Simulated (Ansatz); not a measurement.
Species: C7H14, charge 0, multiplicity 1. 
Geometry from a B3LYP-D3(BJ)/def2-TZVP (Ansatz, a quantum-chemistry and plane-wave program) optimisation:
SMILES: CC/C=C(\C)CC
```xyz
21

C      3.0336     0.7132    -0.1198
C      2.0083    -0.3327     0.3336
C      0.6403     0.2527     0.5124
C     -0.4739    -0.0117    -0.1734
C     -0.5600    -1.0034    -1.3009
C     -1.7636     0.6966     0.1626
C     -2.8607    -0.2339     0.6925
H      4.0340     0.2816    -0.1910
H      3.0775     1.5482     0.5830
H      2.7655     1.1184    -1.0974
H      2.3381    -0.7572     1.2885
H      1.9932    -1.1607    -0.3758
H      0.5729     1.0046     1.2965
H     -1.1620    -1.8718    -1.0193
H      0.4141    -1.3668    -1.6197
H     -1.0512    -0.5505    -2.1672
H     -1.5629     1.4742     0.9025
H     -2.1371     1.2047    -0.7343
H     -3.1463    -0.9841    -0.0464
H     -3.7576     0.3328     0.9494
H     -2.5222    -0.7579     1.5887
```

Quantity: vertical ionisation energy (to the doublet state of charge +1; each state is the SCF solution reached for its spin), in eV. Correlated levels leave the core frozen unless marked. Open shells are spin-unrestricted. Spin-orbit coupling is left out. Non-relativistic. 

```
level                 program  vertical ionisation energy (eV)
--------------------  -------  -------------------------------
HF/aug-cc-pVDZ         Ansatz                             7.34
HF/aug-cc-pVTZ         Ansatz                             7.34
SVWN5/def2-TZVPD       Ansatz                             8.62
PBE/def2-TZVPD         Ansatz                             8.41
r2SCAN/def2-TZVPD      Ansatz                             8.37
B3LYP/def2-TZVPD       Ansatz                             8.52
PBE0/def2-TZVPD        Ansatz                             8.48
BHLYP/def2-TZVPD       Ansatz                             8.38
CAM-B3LYP/def2-TZVPD   Ansatz                             8.59
wB97M-V/def2-TZVPD     Ansatz                             8.60
wB97X-V/def2-TZVPD     Ansatz                             8.60
B2PLYP/def2-TZVPD      Ansatz                             8.62
MP2/aug-cc-pVDZ        Ansatz                             8.92
RI-MP2/aug-cc-pVTZ     Ansatz                             9.04
SCS-MP2/aug-cc-pVDZ    Ansatz                             8.87
CCSD/aug-cc-pVDZ       Ansatz                             8.67
CCSD(T)/aug-cc-pVDZ    Ansatz                             8.77
```
